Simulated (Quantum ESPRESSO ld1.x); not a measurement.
The run below uses ld1.x (Quantum ESPRESSO 7.5).

```
 &input
    atom='Zr',
    iswitch=1,
    rel=2,
    dft='PBE',
    config='[Kr] 4d2 5s1',
    rel_dist='energy',
    verbosity='high',
    lsmall=.true.,
    prefix='ld1',
    max_out_wfc=37,
    file_charge='ld1.rho',
 /
```

Command: `OMP_NUM_THREADS=1 ld1.x < ld1.in > ld1.out`

It prints (banner and zero overlaps left out):

```
     Program LD1 v.7.5 starts

     --------------------------- All-electron run ----------------------------

     dirac relativistic calculation

     atomic number is 40.00
     dft =PBE   lsd =0 sic =0 latt =0  beta=0.20 tr2=1.0E-14
     Exchange-correlation= PBE
                           (   1   4   3   4   0   0   0)
     mesh =2037 r(mesh) =  99.39686 a.u. xmin = -8.00 dx = 0.00800
     1 Ry =  13.60569312 eV, c = 137.03599908

     n l j   nl                  e(Ry)          e(Ha)          e(eV)
     Spin orbit split results
     1 0 0.5 1S 1( 2.00)   -1310.033549932    -655.016774966 -17823.9144612
     2 0 0.5 2S 1( 2.00)    -181.901151929     -90.950575965  -2474.8912519
     2 1 0.5 2P 1( 2.00)    -166.548893478     -83.274446739  -2266.0131346
     2 1 1.5 2P 1( 4.00)    -160.238369792     -80.119184896  -2180.1540859
     3 0 0.5 3S 1( 2.00)     -30.218674828     -15.109337414   -411.1460163
     3 1 0.5 3P 1( 2.00)     -24.504009189     -12.252004594   -333.3940293
     3 1 1.5 3P 1( 4.00)     -23.499406080     -11.749703040   -319.7257077
     4 0 0.5 4S 1( 2.00)      -4.490077996      -2.245038998    -61.0906233
     4 1 0.5 4P 1( 2.00)      -2.960399895      -1.480199948    -40.2782925
     4 1 1.5 4P 1( 4.00)      -2.830163493      -1.415081746    -38.5063360
     3 2 1.5 3D 1( 4.00)     -13.427176897      -6.713588449   -182.6860484
     3 2 2.5 3D 1( 6.00)     -13.243670832      -6.621835416   -180.1893212
     4 2 1.5 4D 1( 2.00)      -0.737159973      -0.368579986    -10.0295724
     4 2 2.5 4D 1( 0.00)      -0.726814265      -0.363407132     -9.8888118
     5 0 0.5 5S 1( 1.00)      -0.729629579      -0.364814789     -9.9271161
     Averaged results
     1 0     1S 1( 2.00)   -1310.033549932    -655.016774966 -17823.9144612
     2 0     2S 1( 2.00)    -181.901151929     -90.950575965  -2474.8912519
     2 1     2P 1( 6.00)    -162.341877687     -81.170938844  -2208.7737688
     3 0     3S 1( 2.00)     -30.218674828     -15.109337414   -411.1460163
     3 1     3P 1( 6.00)     -23.834273783     -11.917136891   -324.2818149
     4 0     4S 1( 2.00)      -4.490077996      -2.245038998    -61.0906233
     4 1     4P 1( 6.00)      -2.873575627      -1.436787813    -39.0969881
     3 2     3D 1(10.00)     -13.317073258      -6.658536629   -181.1880120
     4 2     4D 1( 2.00)      -0.730952548      -0.365476274     -9.9451161
     5 0     5S 1( 1.00)      -0.729629579      -0.364814789     -9.9271161

     final scf error:  6.3E-15 reached in  27 iterations

     Etot =   -7197.401971 Ry,   -3598.700985 Ha,  -97925.642496 eV

     Ekin =    7438.068114 Ry,    3719.034057 Ha,  101200.072185 eV
     Encl =  -17351.051892 Ry,   -8675.525946 Ha, -236073.087410 eV
     Eh   =    2943.440122 Ry,    1471.720061 Ha,   40047.543033 eV
     Exc  =    -227.858315 Ry,    -113.929157 Ha,   -3100.170303 eV

     normalization and overlap integrals

     s(1S/1S) =  1.000000  <r> =   0.0371  <r2> =    0.0019  r(max) =   0.0242
     LC norm =  0.97878533 + SC norm =  0.02121467 =  1.00000000
     s(2S/2S) =  1.000000  <r> =   0.1623  <r2> =    0.0311  r(max) =   0.1374
     LC norm =  0.99569211 + SC norm =  0.00430789 =  1.00000000
     s(2P/2P) =  1.000000  <r> =   0.1387  <r2> =    0.0236  r(max) =   0.1072
     LC norm =  0.99569088 + SC norm =  0.00430912 =  1.00000000
     s(2P/2P) =  1.000000  <r> =   0.1430  <r2> =    0.0250  r(max) =   0.1107
     LC norm =  0.99581997 + SC norm =  0.00418003 =  1.00000000
     s(3S/3S) =  1.000000  <r> =   0.4583  <r2> =    0.2409  r(max) =   0.4078
     LC norm =  0.99888130 + SC norm =  0.00111870 =  1.00000000
     s(3P/3P) =  1.000000  <r> =   0.4549  <r2> =    0.2414  r(max) =   0.3950
     LC norm =  0.99893463 + SC norm =  0.00106537 =  1.00000000
     s(3P/3P) =  1.000000  <r> =   0.4654  <r2> =    0.2525  r(max) =   0.4046
     LC norm =  0.99896933 + SC norm =  0.00103067 =  1.00000000
     s(4S/4S) =  1.000000  <r> =   1.2134  <r2> =    1.6702  r(max) =   1.0823
     LC norm =  0.99976532 + SC norm =  0.00023468 =  1.00000000
     s(4P/4P) =  1.000000  <r> =   1.3474  <r2> =    2.0835  r(max) =   1.1631
     LC norm =  0.99980787 + SC norm =  0.00019213 =  1.00000000
     s(4P/4P) =  1.000000  <r> =   1.3783  <r2> =    2.1803  r(max) =   1.1914
     LC norm =  0.99981517 + SC norm =  0.00018483 =  1.00000000
     s(3D/3D) =  1.000000  <r> =   0.4505  <r2> =    0.2456  r(max) =   0.3448
     LC norm =  0.99908389 + SC norm =  0.00091611 =  1.00000000
     s(3D/3D) =  1.000000  <r> =   0.4540  <r2> =    0.2493  r(max) =   0.3475
     LC norm =  0.99909392 + SC norm =  0.00090608 =  1.00000000
     s(4D/4D) =  1.000000  <r> =   2.1279  <r2> =    5.5059  r(max) =   1.5764
     LC norm =  0.99991542 + SC norm =  0.00008458 =  1.00000000
     s(4D/4D) =  1.000000  <r> =   2.1481  <r2> =    5.6118  r(max) =   1.5890
     LC norm =  0.99991686 + SC norm =  0.00008314 =  1.00000000
     s(5S/5S) =  1.000000  <r> =   3.4308  <r2> =   13.2903  r(max) =   3.0136
     LC norm =  0.99996590 + SC norm =  0.00003410 =  1.00000000

     LC charge = 38.90422860 + SC charge =  0.09577140 = 39.00000000

     ------------------------ End of All-electron run ------------------------
```

Run on one thread of a shared host, so times are rough (Intel(R) Xeon(R) Processor @ 2.60GHz): 0.53 s of CPU time, 2 s wall, 27 iterations on 2037 mesh points.
